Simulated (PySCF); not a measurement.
A structure optimised at B3LYP-D3(BJ)/def2-SVP, used in a PySCF frequency run:

```xyz
12

Si    -2.5202     0.7851    -0.3066
C     -0.9299     0.0950    -1.1010
O     -0.3556    -0.9362    -0.2972
Si     0.8010    -0.7535     0.8692
Cl     2.4190     0.2994     0.0878
H     -3.0923     1.8457    -1.1876
H     -2.1975     1.3680     1.0271
H     -3.5126    -0.3118    -0.1314
H     -1.1673    -0.3398    -2.0868
H     -0.2022     0.9066    -1.2878
H      1.2313    -2.1149     1.2520
H      0.3110     0.0328     2.0304
```

Write its SMILES and formula.

[SiH3]CO[SiH2]Cl, CH7ClOSi2

What are its rotational constants (standard atomic weights)?

5.2621, 1.0178, 0.95480 GHz
